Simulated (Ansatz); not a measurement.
**Question.** Predict a relaxed structure of the cluster SiSe₂⁺ (the lowest doublet isomer of a short search), charge 1, doublet, at r2SCAN-D4/def2-TZVP (Ansatz).

**Answer.** 
```xyz
3

Si    0.6790    1.0704    0.5060
Se   -0.4101   -0.9879    0.7989
Se   -0.2690   -0.0825   -1.3048
```
Point group C2v (tolerance 0.1 Å). This is one stationary point.

The relaxation made no stability test and no search for a lower SCF solution. The structure comes from a short search, and lower isomers may exist.
